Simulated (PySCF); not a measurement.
A species of formula C3H13NSSi2 has this rotational fingerprint, computed with PBE0/pcSseg-1 in PySCF (dipole) on a GFN2-xTB geometry, gas phase:

```
Rotational constants : A = 3569, B = 637.4, C = 569.9 MHz
Dipole components    : |μa| = 0.25 D, |μb| = 1.16 D, |μc| = 0.43 D
Inertial defect      : -47.80 u·Å²
κ                    : -0.96
```

Question: Which structure is it? (One computed conformer of each.)
A. `[CH3:1][NH:2][SiH2:3][S:4][SiH:5]([CH3:6])[CH3:7]` with C1–N2–Si3–S4 -61°, N2–Si3–S4–Si5 -165°, Si3–S4–Si5–C6 71°
B. `[CH3:1][NH:2][SiH2:3][S:4][C@H:5]([CH3:6])[SiH3:7]` with C1–N2–Si3–S4 -178°, N2–Si3–S4–C5 -177°, Si3–S4–C5–C6 -95°
C. `[CH3:1][CH2:2][Si@H:3]([CH3:4])[S:5][SiH2:6][NH2:7]` with C1–C2–Si3–C4 -60°, C2–Si3–S5–Si6 176°, Si3–S5–Si6–N7 159°, S5–Si6–N7–H 169° and 25°

Answer: C. It is CC[Si@H](C)S[SiH2]N, a near-prolate asymmetric top, point group C1. The candidates at the same level (rigid rotor, commonest isotopes):

```json
{"SMILES": "CC[Si@H](C)S[SiH2]N", "A (MHz)": "3569", "B (MHz)": "637.4", "C (MHz)": "569.9", "μa (D)": "0.25", "μb (D)": "1.16", "μc (D)": "0.43", "Δ (u·Å²)": "-47.80", "point group": "C1", "rotor": "near-prolate asymmetric top"}
{"SMILES": "CN[SiH2]S[SiH](C)C", "A (MHz)": "2843", "B (MHz)": "663.0", "C (MHz)": "656.2", "μa (D)": "0.04", "μb (D)": "0.41", "μc (D)": "1.23", "Δ (u·Å²)": "-169.83", "point group": "C1", "rotor": "near-prolate asymmetric top"}
{"SMILES": "CN[SiH2]S[C@H](C)[SiH3]", "A (MHz)": "3733", "B (MHz)": "582.5", "C (MHz)": "549.6", "μa (D)": "1.13", "μb (D)": "1.04", "μc (D)": "0.52", "Δ (u·Å²)": "-83.32", "point group": "C1", "rotor": "near-prolate asymmetric top"}
```

`CN[SiH2]S[SiH](C)C` has A 20 % too low; `CN[SiH2]S[C@H](C)[SiH3]` has B 9 % too low. No structure here is proved a minimum.
